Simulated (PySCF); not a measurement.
**UHF on Se⁺ (selenium, charge +1)**

Configuration: [Ar] 3d10 4s1 4p3 5s1, high-spin 6S determinant (an excited configuration). All numbers are calculated (PySCF 2.14, scalar relativity through the core potential, in aug-cc-pVTZ-PP with one added diffuse shell each of s, d, f type with ECP10MDF (7s5p5d3f, 68 functions)).

```json
{"Total energy": "-370.887113 hartree", "One-electron energy": "-640.8784 hartree", "Hartree (Coulomb) energy": "297.4404 hartree", "Exchange energy": "-27.4491 hartree", "⟨S²⟩": "8.7513", "⟨L²⟩": "0.000", "Sum of ⟨r⟩": "23.17 bohr", "Sum of ⟨r²⟩": "48.51 bohr²"}
```

```json
{"shell": "3s α", "electrons": "1", "mean orbital energy (hartree)": "-9.57491", "rms radius, mean of both spins (bohr)": "0.615"}
{"shell": "3s β", "electrons": "1", "mean orbital energy (hartree)": "-9.51119", "rms radius, mean of both spins (bohr)": "0.615"}
{"shell": "3p α", "electrons": "3", "mean orbital energy (hartree)": "-7.45212", "rms radius, mean of both spins (bohr)": "0.637"}
{"shell": "3p β", "electrons": "3", "mean orbital energy (hartree)": "-7.40338", "rms radius, mean of both spins (bohr)": "0.637"}
{"shell": "3d α", "electrons": "5", "mean orbital energy (hartree)": "-3.24957", "rms radius, mean of both spins (bohr)": "0.687"}
{"shell": "3d β", "electrons": "5", "mean orbital energy (hartree)": "-3.21737", "rms radius, mean of both spins (bohr)": "0.687"}
{"shell": "4s α", "electrons": "1", "mean orbital energy (hartree)": "-1.59419", "rms radius, mean of both spins (bohr)": "1.81"}
{"shell": "4p α", "electrons": "3", "mean orbital energy (hartree)": "-0.99180", "rms radius, mean of both spins (bohr)": "2.12"}
{"shell": "5s α", "electrons": "1", "mean orbital energy (hartree)": "-0.33894", "rms radius, mean of both spins (bohr)": "4.88"}
```

Energies and moments cover only the electrons outside the core potential. The outer electron is Rydberg-like, and this basis confines it to a smaller radius and binds it less than a complete one would.
